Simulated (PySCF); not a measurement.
## Distorted geometries of [Gd(NH3)3]3+

[Gd(NH3)3]3+ (singlet in the valence; each metal's 4f electrons, 7 of them, lie in its core potential, out of spins and levels). PySCF 2.14.0, RKS PBE, Gd lcecp-1-SVP with ECP53, N def2-SVP, H def2-SVP; non-relativistic Hamiltonian with scalar-relativistic core potentials where named; density fitting; no spin-orbit coupling. Relaxed geometry:

```xyz
13

Gd    0.0000    0.0000   -0.7773
N     2.3013   -0.0007    0.0141
H     2.5218   -0.6428    0.8103
H     3.0103   -0.2788   -0.7052
H     2.6693    0.9184    0.3514
N    -1.1500    1.9934    0.0141
H    -0.7042    2.5053    0.8103
H    -1.2637    2.7464   -0.7052
H    -2.1301    1.8525    0.3514
N    -1.1513   -1.9927    0.0141
H    -1.8175   -1.8625    0.8103
H    -1.7467   -2.4676   -0.7052
H    -0.5393   -2.7709    0.3514
```

Order these distorted geometries by energy above the relaxed one, lowest first.
A.
```xyz
13

Gd   -0.0696    0.0287   -0.7796
N     2.3052    0.0458   -0.0157
H     2.5354   -0.6429    0.8286
H     3.0714   -0.3031   -0.7341
H     2.6685    0.9040    0.3752
N    -1.1240    1.9675    0.0193
H    -0.7019    2.5159    0.8553
H    -1.2153    2.7531   -0.7436
H    -2.1435    1.8418    0.3711
N    -1.1641   -1.9532   -0.0057
H    -1.8129   -1.8814    0.7852
H    -1.7834   -2.5210   -0.6872
H    -0.5657   -2.7551    0.3657
```
B.
```xyz
13

Gd    0.1261    0.0021   -0.7361
N     2.3943    0.3517    0.0445
H     2.4539   -0.6950    0.7084
H     2.9660   -0.1187   -0.5480
H     2.6147    0.7182    0.4620
N    -1.3513    1.9217   -0.0065
H    -0.6531    2.4746    0.8443
H    -1.2407    2.5803   -0.6664
H    -2.1489    1.9241    0.2353
N    -1.1584   -1.9508   -0.0874
H    -1.7293   -1.7556    0.8067
H    -1.7013   -2.6477   -0.7424
H    -0.5720   -2.8049    0.3200
```
C.
```xyz
13

Gd    0.0699   -0.0830   -0.7533
N     2.2767    0.1382    0.0436
H     2.4965   -0.6214    0.7869
H     2.9480   -0.2323   -0.7673
H     2.7112    0.9571    0.4493
N    -1.0858    1.9182    0.0594
H    -0.7039    2.4753    0.8279
H    -1.2268    2.7754   -0.7745
H    -2.1629    1.8336    0.3265
N    -1.1164   -2.0064    0.0305
H    -1.7655   -1.9066    0.7354
H    -1.8276   -2.4948   -0.7442
H    -0.6134   -2.7532    0.4144
```

A (0.39 eV), C (1.16 eV), B (15.90 eV).

Which forces (eV/Å) act in the one that lies 1.16 eV up?


```
Gd  -0.56  0.77 -0.07
N    0.99 -3.60 -1.00
H   -0.21  0.94 -0.65
H   -0.85  1.14  1.53
H    0.65  1.28  0.25
N   -2.87  1.87 -3.00
H    0.39  0.38  0.74
H    0.59 -2.48  2.38
H    1.99 -0.02 -0.29
N   -1.24  0.33 -5.39
H   -2.82  1.03  3.07
H    2.07  0.99  1.75
H    1.88 -2.61  0.69
```
Forces carry noise of the integration grid, about 0.01 to 0.03 eV/Å.

An lcecp potential fixes the number of 4f electrons, so in runs with it no electron can move into or out of that shell.
